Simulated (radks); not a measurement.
Results of a calculation; reference values are marked as such.
Task: The mean radii <r> (bohr) of the occupied orbitals of an atom or ion are listed with their occupations. Level of theory: Dirac Kohn-Sham, HCTH/407, spin-unpolarised, spherical densities, finite nucleus; Fermi nuclear charge, rms radius of each element as measured or else 0.836 A^(1/3) + 0.57 fm (a radial shooting solver on a logarithmic mesh with Libxc functionals).

| orbital | occ. | <r> |
|---|---|---|
| 1s1/2 | 2 | 0.01933 |
| 2s1/2 | 2 | 0.08125 |
| 2p1/2 | 2 | 0.06740 |
| 2p3/2 | 4 | 0.07500 |
| 3s1/2 | 2 | 0.2121 |
| 3p1/2 | 2 | 0.2019 |
| 3p3/2 | 4 | 0.2161 |
| 3d3/2 | 4 | 0.1897 |
| 3d5/2 | 6 | 0.1940 |
| 4s1/2 | 2 | 0.4777 |
| 4p1/2 | 2 | 0.4846 |
| 4p3/2 | 4 | 0.5173 |
| 4d3/2 | 4 | 0.5401 |
| 4d5/2 | 6 | 0.5517 |
| 5s1/2 | 2 | 1.166 |
| 5p1/2 | 2 | 1.299 |
| 5p3/2 | 4 | 1.404 |
| 4f5/2 | 6 | 0.7049 |
| 4f7/2 | 8 | 0.7192 |
| 6s1/2 | 1 | 3.098 |

Name the element and its charge. Open shells, if any, fill j = l - 1/2 first.

Result: Z = 71, lutetium, charge +2: Lu2+ in [Xe] 4f14 6s1. The 1s radius gives Z: for a bare nucleus <r> = (2 gamma + 1)/(2Z) with gamma = sqrt(1 - (Z/c)^2), 0.01909 bohr for Z = 71, and screening makes it slightly larger (0.01933 here). The occupations add up to 69, and the charge is Z minus that.
